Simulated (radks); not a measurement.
Q: Radial electron density D(r) = 4 pi r^2 rho(r) of an atom or ion with 47 electrons. All-electron calculation, scalar-relativistic Kohn-Sham, BLYP, spin-polarised, spherical densities, finite nucleus; Fermi nuclear charge, rms radius of each element as measured or else 0.836 A^(1/3) + 0.57 fm. Program: a radial shooting solver on a logarithmic mesh with Libxc functionals.

```
   r/bohr * D(r) (the largest magnitude, 104, reaches the edge; | marks zero)
 0.002422 |      *
 0.002775 |       *
 0.003179 |         *
 0.003642 |           *
  0.00414 |              *
 0.004743 |                 *
 0.005434 |                    *
 0.006176 |                       *
 0.007075 |                          *
 0.008106 |                              *
 0.009213 |                                 *
  0.01056 |                                    *
  0.01209 |                                      *
  0.01374 |                                        *
  0.01575 |                                         *
  0.01804 |                                         *
   0.0205 |                                        *
  0.02349 |                                      *
  0.02691 |                                     *
  0.03059 |                                    *
  0.03505 |                                    *
  0.04015 |                                      *
  0.04563 |                                          *
  0.05228 |                                               *
   0.0599 |                                                   *
  0.06862 |                                                      *
  0.07799 |                                                      *
  0.08936 |                                                   *
   0.1024 |                                              *
   0.1164 |                                          *
   0.1333 |                                        *
   0.1527 |                                         *
   0.1736 |                                             *
   0.1989 |                                               *
   0.2278 |                                             *
    0.259 |                                       *
   0.2967 |                              *
   0.3399 |                     *
   0.3863 |                 *
   0.4426 |                 *
   0.5071 |                   *
   0.5763 |                   *
   0.6603 |                 *
   0.7564 |             *
   0.8597 |        *
    0.985 |    *
    1.128 |  *
    1.293 |*
    1.469 |*
    1.684 *
    1.929 *
    2.192 *
    2.511 *
    2.877 *
```

What is the nuclear charge?

A: Z = 60. The innermost maximum, from 1s, lies near gamma/Z bohr with gamma = sqrt(1 - (Z/c)^2) = 0.899, here 0.015 bohr (found: 0.0164), and its height grows with Z. The density is that of the neodymium ion Nd13+ in [Kr] 4d10 5s1; the configuration itself is not fixed sharply by these data, and Z only to a few units. D(r) has 4 maxima, at r = 0.0164, 0.0732, 0.204, 0.563 bohr, and minima at 0.0316, 0.135, 0.412 bohr, inside which lie 1.95, 11.23, 28.94 electrons.
